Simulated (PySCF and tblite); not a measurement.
The numbers below are computed, except where a source is named.
C₇H₁₁Cl, numbered as in [Cl:1][C@H:2]1[CH2:3][CH2:4][CH2:5][C@@H:6]2[CH2:7][C@H:8]12.

Free energies: PBE0-D3(BJ)/pcSseg-1 (IEF-PCM, dimethylsulfoxide) on GFN2-xTB structures plus GFN2-xTB thermal terms, symmetry and mirror images included. Conformers within 2.5 kcal/mol (GFN2-xTB free energy) were kept, 3 at most. GIAO shieldings: PBE0/pcSseg-1 (IEF-PCM, dimethylsulfoxide). Shifts are against TMS (¹H), TMS (¹³C) at the same level; of two unlike H on one atom, a is the less shielded. Codes: tblite and PySCF.

(1) List the conformer-averaged shifts at 298.15 K.

(2) How do the conformers differ?

(3) Which signal moves most, for its nucleus, between 250 and 350 K through the change of populations alone?

Shifts are unscaled: against experiment ¹³C can be off by 15 ppm or more and ¹H by 0.8 ppm. For its torsions the set is small; conformers may be missing.

## Answers

(1) ¹H: 4.73 (H2, 1H), 2.10 (H5a, 1H), 1.68 (H4a, 1H), 1.65 (H3a, 1H), 1.58 (H3b, 1H), 1.54 (H5b, 1H), 1.22 (H6, 1H), 1.22 (H8, 1H), 1.14 (H4b, 1H), 0.86 (H7a, 1H), 0.06 (H7b, 1H) ppm. ¹³C: 66.3 (C2), 34.8 (C3), 28.2 (C5), 23.6 (C8), 20.8 (C4), 14.8 (C7), 14.2 (C6) ppm.

(2) The 6-ring runs over atoms 2–3–4–5–6–8.
```csv
conformer,shape,weight %
1,"6-ring half-chair (ring torsions 67, -51, 18, -1, 15, -48°)",78.4
2,"6-ring half-chair (ring torsions -69, 50, -17, 2, -20, 52°)",21.4
3,"6-ring boat (ring torsions -3, -49, 51, 0, -53, 54°)",0.2
```

```csv
signal,1,2,3,average
H2,4.91,4.07,3.59,4.73
H3a,1.77,1.24,1.72,1.65
H3b,1.48,1.93,2.08,1.58
H4a,1.72,1.56,1.83,1.68
H4b,1.19,0.96,1.82,1.14
H5a,2.17,1.83,2.00,2.10
H5b,1.43,1.93,0.64,1.54
H6,1.23,1.19,1.14,1.22
H7a,0.89,0.75,0.88,0.86
H7b,0.05,0.10,0.01,0.06
H8,1.21,1.26,0.99,1.22
C2,66.4,65.6,68.5,66.3
C3,33.5,39.5,35.6,34.8
C4,20.4,22.2,26.1,20.8
C5,28.6,26.7,26.3,28.2
C6,13.7,16.0,15.5,14.2
C7,15.8,11.1,15.7,14.8
C8,23.5,23.9,22.3,23.6
```

(3) H2: 4.76 ppm at 250 K, 4.73 ppm at 298.15 K, 4.69 ppm at 350 K.
